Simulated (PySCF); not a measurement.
**Spinor energies of Tc²⁺ (technetium, charge +2)**

Start: [Kr] 4d4 5p1; 4d5/2 filled at m_j = -1/2, +1/2, +3/2, +5/2; 5p3/2 filled at m_j = +3/2. Calculated with PySCF 2.14 in x2c-TZVPall-2c with one added diffuse shell each of s, p, d type (9s10p8d1f, 86 functions): generalised Hartree-Fock with the X2C-1e Hamiltonian and a Gaussian nucleus; one run each with spin-orbit coupling (SO) switched off, then screened by Boettger's factors. This is a chosen level, not necessarily the ground level.

| spinor shell | electrons | ε, spin-free (eV) | ε, screened SO (eV) | weight of nominal j (screened SO) | rms radius, screened SO (bohr) |
| --- | --- | --- | --- | --- | --- |
| 1s1/2 | 2 | -21182.2 | -21181.1 | 1.000 | 0.0394 |
| 2s1/2 | 2 | -3119.0 | -3118.7 | 1.000 | 0.162 |
| 2p1/2 | 2 | -2787.2 | -2868.8 | 1.000 | 0.141 |
| 2p3/2 | 4 | -2787.2 | -2749.1 | 1.000 | 0.145 |
| 3s1/2 | 2 | -595.13 | -595.11 | 1.000 | 0.442 |
| 3p1/2 | 2 | -483.29 | -497.52 | 1.000 | 0.439 |
| 3p3/2 | 4 | -483.29 | -476.70 | 1.000 | 0.450 |
| 3d3/2 | 4 | -302.30 | -304.72 | 0.969 | 0.433 |
| 3d5/2 | 6 | -302.30 | -300.71 | 0.979 | 0.436 |
| 4s1/2 | 2 | -111.41 | -111.45 | 1.000 | 1.13 |
| 4p1/2 | 2 | -77.519 | -81.979 | 0.690 | 1.24 |
| 4p3/2 | 4 | -77.519 | -75.436 | 0.845 | 1.25 |
| 4d5/2 | 4 | -34.695 | -34.700 | 0.666 | 1.66 |
| 5p3/2 | 1 | -17.776 | -17.666 | 1.000 | 3.54 |

| quantity | spin-free | screened SO |
| --- | --- | --- |
| E (hartree) | -4281.63402 | -4282.17974 |
| M_J | 11/2 | 11/2 |
| ⟨J²⟩ | 35.755 | 35.756 |
| ⟨L²⟩ | 12.004 | 12.072 |
| ⟨S²⟩ | 8.751 | 8.724 |

Each row is a mean over spinors that exchange with the open shell spreads, by up to 9.976 eV (4p3/2).

Rows whose weight is well below 1 are mixtures of j = l ± 1/2: exchange outweighs spin-orbit coupling there, and the label is only the starting occupation.

Breit and QED terms are absent; they matter most for the inner s and p1/2 levels.

Densities and radii are taken from the X2C orbitals without a picture-change correction, which distorts them close to the nucleus.

Without spin-orbit coupling the j labels of p, d and f shells carry no meaning; the spin-free column gives the mean over the occupied spinors of each nl shell.
